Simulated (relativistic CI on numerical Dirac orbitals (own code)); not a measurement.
One change at a time: La20+

Base calculation: Dirac-Coulomb-Breit CI, KLI orbitals optimised for each configuration, model QED (radiative potential, 1s self-energy scaled to tabulated hydrogen-like ionisation energies), unscaled Slater integrals.

Configurations in the expansion (outside the closed core [Ar] 3d10): 4s2 4p6 4d, 4s2 4p5 4d2, 4s2 4p6 4f, 4s 4p6 4d2, 4s2 4p5 4d 4f, 4s2 4p6 5s, 4s 4p6 4d 4f, 4s2 4p6 5p, 4s2 4p6 5d, 4s2 4p5 4d 5s, 4s2 4p6 5f, 4s2 4p5 4d 5p, 4s2 4p6 5g, 4s2 4p6 6s, 4s2 4p6 6p, 4s 4p6 4f 5s, 4s 4p6 4d 5s, 4s2 4p5 4d 5d, 4p6 4d2 4f, 4s2 4p6 6d, 4p6 4d3, 4p5 4d4, 4p5 4d3 4f, 4p6 4d 4f2, 4p5 4d2 4f2, 4p6 4f3, 4p5 4d 4f3, 4p6 4f2 5s, 4s 4p6 4f2, 4s 4p5 4f3. Double excitations out of closed p, d and f shells are left out; levels of such configurations are missing from the list, as are those of other unlisted configurations, and high levels can miss mixing partners. These lack a partner that the ground configuration has and come out too high: 4s2 4p5 4d 5s, 4s2 4p5 4d 5p, 4s2 4p5 4d 5d, 4s2 4p6 5p, 4s2 4p6 5d.

Variants: (1) P86 correlation estimate; (2) only the first 3 configurations. Shifts of the energy above 4s2 4p6 4d 2D_3/2, in cm⁻¹, for the lowest level and the first level of each name with at least 55 % of one term (blank where a level changes its place among those of its configuration and J or its character, or is not in the variant):

| Level | Base | Δ(1) | Δ(2) |
| --- | --- | --- | --- |
| 4s2 4p6 4d 2D_3/2 | 0 | 0 | 0 |
| 4s2 4p6 4d 2D_5/2 | 32615 | 0 | +37 |
| 4s2 4p5 4d2 4D°_1/2 | 727161 | +1084 | -12906 |
| 4s2 4p5 4d2 4D°_3/2 | 731788 | +1084 | -12432 |
| 4s2 4p5 4d2 4D°_7/2 | 769898 | +1082 | -11068 |
| 4s2 4p5 4d2 4G°_9/2 | 773088 | +1086 | -9564 |
| 4s2 4p5 4d2 4G°_11/2 | 783442 | +1087 | -8900 |
| 4s2 4p5 4d2 2F°_7/2 | 818637 | +1071 | -10466 |
| 4s2 4p5 4d2 4F°_9/2 | 821653 | +1085 | -11756 |
| 4s2 4p5 4d2 2H°_11/2 | 823721 | +1086 | -9114 |
| 4s2 4p5 4d2 2P°_1/2 | 848827 | +1084 | -12878 |
| 4s2 4p5 4d2 2G°_9/2 | 854580 | +1085 | -11152 |
| 4s2 4p6 5s 2S_1/2 | 1395887 | +10344 |  |
| 4s 4p6 4d2 4F_3/2 | 1413316 | +1641 |  |
| 4s 4p6 4d2 4F_5/2 | 1425968 | +1641 |  |
| 4s 4p6 4d2 4F_7/2 | 1444845 | +1640 |  |
| 4s 4p6 4d2 4P_1/2 | 1454671 | +1646 |  |
| 4s 4p6 4d2 4F_9/2 | 1464162 | +1640 |  |
| 4s 4p6 4d2 4P_3/2 | 1466735 | +1642 |  |
| 4s 4p6 4d2 4P_5/2 | 1470558 | +1642 |  |
| 4s 4p6 4d2 2D_3/2 | 1510313 | +1642 |  |
| 4s 4p6 4d2 2D_5/2 | 1515884 | +1641 |  |

At this charge energies of transitions that change n are usually good to better than 1 %, and those within a shell (Δn = 0) to a few per cent.

Ionisation energy from the two ground configurations alone: base 565.936 eV; P86 correlation estimate 567.675 eV. The NIST ASD value (theoretical) is 566 eV.

LS names give the leading component of a level, which can be under half, so a name can repeat, a term be missing and a line seem to break the LS rules.
